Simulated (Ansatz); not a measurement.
Input file for Ansatz (an electronic-structure program): R-HF/def2-TZVPP on CHF (SMILES [CH]F), atoms moved off the minimum.

Ansatz 0.2 input:
```yaml
crystal:
  periodic: [false, false, false]
  atoms:
    - {symbol: C, position_ang: [-0.63628881, 0.42311385, 0.05631356]}
    - {symbol: F, position_ang: [0.50623660, -0.29213089, 0.05374158]}
    - {symbol: H, position_ang: [-1.36762478, -0.28088047, 0.00570382]}
basis:
  gaussian:
    orbitals: def2-TZVPP
hamiltonian:
  xc: {name: HF}
scf: {lower_state_search: off}
output: {forces: true}
```

Program output:

```
WARN ansatz: RAYON_NUM_THREADS=1 ignored (pool sized by the plan → 1); use --threads N
Functional definition: HF
these checks for a lower state are left out or cut short: stability, starts, cluster_reference, orbital_swaps, neighbouring_geometries, increment
integrals: 0.01 GiB planned
489 factors; their error is unknown
mean field: 0.09 GiB planned
mean field evaluation 1: about -3749.1337 eV, gradient 1.9e1 eV
mean field evaluation 2: about -3749.7531 eV, gradient 1.1e1 eV
mean field evaluation 4: about -3749.9637 eV, gradient 6.0e-1 eV
mean field evaluation 8: about -3750.0292 eV, gradient 4.4e-1 eV
mean field -3750.02942863 eV, -137.8110396408 hartree, gradient 6.8e-7 eV, S^2 0.000000; 0 other end points of the search recorded, 0 dependent functions left out
the calculation of the forces begins
reference -3750.02942863 eV, -137.8110396408 hartree; 8, 8 occupied and 68, 68 virtual orbitals, 489 factors
Total energy: -3750.02942863 eV, -137.8110396408 hartree
Atom 0 at    -0.636289     0.423114     0.056314 Å, force     4.471958     1.427319     0.180047 eV/Å
Atom 1 at     0.506237    -0.292131     0.053742 Å, force    -2.228727     1.136401    -0.006624 eV/Å
Atom 2 at    -1.367625    -0.280880     0.005704 Å, force    -2.243232    -2.563720    -0.173422 eV/Å
Dipole moment:    -0.272536    -0.262494    -0.018867 e Å
Checks for a lower state left out: stability, starts, cluster_reference, orbital_swaps, neighbouring_geometries, increment
```

The calculation finished and met its thresholds.

Cost: about 0.4 core-seconds (a rough figure).
